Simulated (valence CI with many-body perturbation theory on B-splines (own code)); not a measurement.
# Bi LI: key properties

Method: relativistic CI+MBPT: five valence electrons over a frozen Dirac-Fock core [Ar] 3d10, radial functions for each j: 11 s, 11 p, 10 d, 8 f, 5 g, 2 h, with the one-electron correlation potential Σ1 (screened to all orders), the two-electron term Σ2, the three-electron term Σ3, Breit, model QED; selected single and double excitations, second order for the rest, scaled by the run's own slope (own B-spline code, finite nucleus).

The last digits are not significant, and no measured levels were compared; by estimate large intervals hold to a few tenths of a per cent, small ones and those within an open d or f shell to about a per cent. Among the levels kept, up to 2000 cm⁻¹ of a level comes from second order outside the variational space, and about a tenth of that is noise between levels of different J, which matters for small intervals.

Levels are named by their leading jj configuration (3d3/2^4 stands for four electrons in 3d with j = 3/2), which in mixed levels can hold well under half, so a name can repeat and another be missing.

Rates and lifetimes use the calculated energies. Strong lines usually hold to 10 to 20 %, long lifetimes can be off by a factor of two.

Question: What is the ground level?

Answer: (4s^2 4p1/2^2 4p3/2) J=3/2, composition 48 % 4s²4p³ ²P° + 27 % 4s²4p³ ²D° + 25 % 4s²4p³ ⁴S°, g = 1.349.

Question: Name the longest-lived excited levels whose lifetime is computed, and their main decay.

Answer: (4s^2 4p1/2 4p3/2 4d5/2) J=9/2 at 3220.6 × 10³ cm⁻¹ lives 636 ns, mostly by E2 to (4s^2 4p1/2^2 4d5/2) J=5/2; (4s^2 4p1/2 4p3/2^2) J=5/2 at 1418.4 × 10³ cm⁻¹ lives 92.1 ns, mostly by M1 to (4s^2 4p1/2^2 4p3/2) J=3/2; (4s^2 4p1/2 4p3/2^2) J=1/2 at 1484.1 × 10³ cm⁻¹ lives 33.6 ns, mostly by M1 to (4s^2 4p1/2^2 4p3/2) J=3/2.

Question: Among levels below 6216.9 × 10³ cm⁻¹, which E1 lines absorb most strongly from the ground level?

Answer: to (4s^2 4p1/2 4p3/2 4d3/2) J=5/2 at 3.273 nm, f = 0.769; to (4s^2 4p1/2 4p3/2 4d3/2) J=3/2 at 3.256 nm, f = 0.672; to (4s 4p1/2^2 4p3/2^2) J=3/2 at 3.976 nm, f = 0.285.

Question: Where does the other parity begin?

Answer: At (4s^2 4p1/2^2 4d3/2) J=3/2, 1504.8 × 10³ cm⁻¹.

Question: How well does LS coupling describe the low levels?

Answer: Among the lowest 20 levels the leading LS term, summed over configurations, holds 55 % on average. For single configurations the figures are 54 % in LS and 97 % in jj coupling. Terms mix most in the J = 5/2 level at 1867.7 × 10³ cm⁻¹, where the leading one holds 33 %.

Question: What is the ionisation energy?

Answer: 2837.4 eV; NIST lists 2835 ± 4 eV (theoretical).
